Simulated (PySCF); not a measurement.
A structure optimised at B3LYP-D3(BJ)/def2-SVP, used in a PySCF frequency run:

```xyz
4

In     0.0000     0.0000    -0.7313
Cl     0.0000    -1.9998    -1.9567
Cl     0.0000     1.9998    -1.9567
I      0.0000     0.0000     1.9314
```
Charge 0, spin multiplicity 1.

### Question
Write its SMILES, formula and point group.

### Answer
[Cl][In]([Cl])[I], Cl2IIn, C2v

### Question
What are its rotational constants (standard atomic weights)?

### Answer
1.7824, 0.62808, 0.46443 GHz
